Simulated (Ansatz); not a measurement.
VSO₅H₁₂⁺, that is [V(H2S)(H2O)5]2+ with one electron more. Charge 1, multiplicity 5. Geometry r2SCAN-D4/def2-SVP; atoms count from 1.

```xyz
19

V     0.0237   -0.1435    0.1108
S     0.4667    2.2602    0.5673
H     0.3336    2.3239   -1.4413
H    -0.7491    2.8496    0.5734
O    -0.1631   -2.2759   -0.1388
H    -1.0247   -2.7178   -0.1260
H     0.4374   -2.8487   -0.6370
O    -0.7600    0.2948   -1.8191
H    -0.3796    1.2515   -1.9103
H    -0.5482   -0.1613   -2.6482
O     0.8416   -0.4029    2.0799
H     0.8670    0.4775    2.5007
H     0.6365   -1.0519    2.7686
O    -2.0845   -0.2106    0.5257
H    -2.5008    0.2800    1.2503
H    -2.5027    0.1183   -0.2895
O     2.0659   -0.2544   -0.5374
H     2.6914   -0.3224    0.2024
H     2.3490    0.5337   -1.0315
```

In the quintet geometry the species has come apart into loosely held pieces.

Q: Estimate the Mulliken populations from the PBE0/def2-TZVP orbitals of Ansatz.

A: 
```csv
atom,charge (e),spin (α − β),d electrons
V1,0.73,3.13,3.68
S2,-0.43,0.25,–
H3,-0.08,0.55,–
H4,0.18,0.00,–
O5,-0.63,-0.02,–
H6,0.38,0.00,–
H7,0.38,0.00,–
O8,-0.59,-0.01,–
H9,0.24,0.13,–
H10,0.36,0.00,–
O11,-0.61,-0.03,–
H12,0.37,0.02,–
H13,0.37,0.00,–
O14,-0.61,-0.02,–
H15,0.38,0.00,–
H16,0.38,0.00,–
O17,-0.59,-0.03,–
H18,0.38,0.00,–
H19,0.38,0.00,–
```
Mulliken values depend strongly on the basis.

Q: Where does the spin sit?

A: Summed by element: V 3.13, S 0.25, H 0.72, O -0.10, of 4 unpaired in all. Largest on single atoms: V1 3.13, H3 0.55, S2 0.25.

Q: And the Mayer bond orders between heavy atoms (over 0.3)?

A: V1–S2 0.71 (2.49 Å); V1–O8 0.33 (2.13 Å).
